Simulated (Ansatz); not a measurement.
Reaction (formal exchange of groups at the Si–Si bond): `CO[SiH2][SiH2]O` + `C[SiH3]` → `CO[SiH2]C[SiH3]` + `O[SiH3]`

Computed with Ansatz on PBE0-D4/def2-TZVP structures; ΔE is electronic, products minus reactants. CCSD(T)/CBS adds triple-zeta CCSD(T) − MP2 to the extrapolated MP2 energy (def2 sets, frozen cores). This one scheme is used for every species. DFT in def2-TZVPP. B3LYP here is the variant with VWN-RPA as its local correlation; programs differ in this. Each species was taken in one conformer, which may not be the lowest.

`CO[SiH2][SiH2]O`:

Cartesian coordinates in Å:
```
C -0.900 2.012 0.519
O -0.137 0.897 0.112
Si -0.665 -0.667 0.294
Si 1.182 -1.794 -0.632
O 2.182 -0.579 -1.135
H -0.336 2.918 0.293
H -1.100 1.984 1.596
H -1.857 2.054 -0.014
H -1.958 -0.857 -0.427
H -0.934 -0.952 1.735
H 1.870 -2.658 0.365
H 0.803 -2.656 -1.783
H 1.849 0.299 -0.925
```

`C[SiH3]`:

Z-matrix (Å, degrees):
```
C
Si 1 1.871
H 1 1.092 2 110.8
H 1 1.092 2 110.8 3 -120.0
H 1 1.092 2 110.8 3 120.0
H 2 1.488 1 110.7 3 -179.9
H 2 1.488 1 110.7 3 -59.9
H 2 1.488 1 110.7 3 60.1
```

`CO[SiH2]C[SiH3]`:

Cartesian coordinates in Å:
```
C 0.143 -2.828 -0.980
O 0.334 -1.434 -1.029
Si -0.146 -0.436 0.187
C 0.302 1.299 -0.293
Si -0.160 2.610 0.962
H -0.921 -3.086 -0.912
H 0.544 -3.262 -1.898
H 0.665 -3.277 -0.127
H 0.530 -0.824 1.459
H -1.617 -0.564 0.398
H -0.189 1.535 -1.243
H 1.382 1.344 -0.466
H -1.629 2.612 1.196
H 0.241 3.960 0.485
H 0.520 2.350 2.260
```

`O[SiH3]`:

```xyz
6

O    -0.265    0.047    1.253
Si    0.077   -0.182   -0.342
H    -0.356    0.947    1.567
H    -0.986    0.384   -1.219
H     0.160   -1.648   -0.534
H     1.369    0.452   -0.724
```

Task: Is it downhill or uphill in electronic energy at CCSD(T)/CBS, and by how much? (Best estimate.)

Result: Computed: Downhill: ΔE = -21.8 kJ/mol.

Task: What do these levels give: PBE-D4, r2SCAN-D4, B3LYP-D4, ωB97X-V, B2PLYP, HF/def2-TZVPP, MP2/def2-TZVPP, CCSD/def2-TZVPP, CCSD(T)/def2-TZVPP, HF/def2-QZVPP, SCS-MP2/def2-QZVPP, MP2/CBS(def2)? (Estimate.)

Result: Ansatz gave: PBE-D4 -4.8, r2SCAN-D4 -15.2, B3LYP-D4 -15.2, ωB97X-V -17.5, B2PLYP -19.9, HF/def2-TZVPP -29.1, MP2/def2-TZVPP -29.3, CCSD/def2-TZVPP -23.6, CCSD(T)/def2-TZVPP -22.5, HF/def2-QZVPP -30.2, SCS-MP2/def2-QZVPP -28.8, MP2/CBS(def2) -28.6 kJ/mol.

Largest T1 diagnostic among the species: 0.012.

From PBE to PBE0 (25 % exact exchange), in def2-TZVPP and without D4, ΔE moves by −6.3 kJ/mol.
